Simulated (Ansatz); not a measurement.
Consider the formal exchange of groups at a B–S bond: `CSB(O)F` + `CC1=CO1` → `OB(F)C1=CO1` + `CSC`.

Gas-phase electronic energies from Ansatz, PBE0-D4/def2-TZVP geometries. CCSD(T)/CBS is the MP2 limit (def2-TZVPP, def2-QZVPP) plus CCSD(T) − MP2 in def2-TZVPP, frozen cores. Functionals use def2-TZVPP. Each species was taken in one conformer, which may not be the lowest.

`CSB(O)F`:

Cartesian coordinates in Å:
```
C 1.116 -0.223 0.985
S -0.622 -0.726 1.007
B -1.200 -0.038 -0.551
O -0.380 0.648 -1.382
F -2.483 -0.222 -0.877
H 1.561 -0.593 1.908
H 1.633 -0.660 0.133
H 1.203 0.861 0.951
H -0.829 0.954 -2.175
```

`CC1=CO1`:

Z-matrix (Å, degrees):
```
C
C 1 1.469
H 1 1.089 2 111.4
H 1 1.093 2 109.4 3 121.7
H 1 1.093 2 108.5 3 -121.3
C 2 1.350 1 143.6 3 -9.0
O 2 1.270 1 128.3 3 -179.8
H 6 1.087 2 121.0 1 101.5
```

`OB(F)C1=CO1`:

```xyz
8

O     1.182    0.877    1.329
B     0.548   -0.183    0.774
F     0.684   -1.408    1.281
C    -0.321    0.043   -0.435
C    -1.075    0.207   -1.477
O    -1.256   -1.082   -1.370
H     1.712    0.635    2.094
H    -1.475    0.911   -2.197
```

`CSC`:

Cartesian coordinates in Å:
```
C 1.174 -0.426 0.563
S 0.253 1.100 0.349
C -1.165 0.464 -0.551
H 0.603 -1.155 1.143
H 2.084 -0.180 1.110
H 1.450 -0.860 -0.401
H -1.711 -0.273 0.041
H -1.824 1.309 -0.752
H -0.863 0.021 -1.502
```

CCSD(T)/CBS gives +10.6 kcal/mol.

Another level gave +10.4 kcal/mol. Which?
A. BLYP/def2-TZVPP
B. PBE-QIDH/def2-TZVPP
C. HF/def2-TZVPP
D. r2SCAN0-D4/def2-TZVPP

B. PBE-QIDH 10.4, r2SCAN0-D4 11.4, HF/def2-TZVPP 14.0, BLYP 9.3 kcal/mol.

Largest T1 diagnostic among the species: 0.029, so the coupled-cluster value is less sure than usual.

At CCSD(T), def2-SVP lies +2.6 kcal/mol from the extrapolated value and def2-TZVPP +0.6 kcal/mol. Leaving LDA and LC-ωPBE aside and taking each functional with its dispersion term where it has one, the values, not all of them listed here, spread over 2.3 kcal/mol, from B2PLYP to B97M-V. LDA lies +0.8 kcal/mol from PBE without D4.
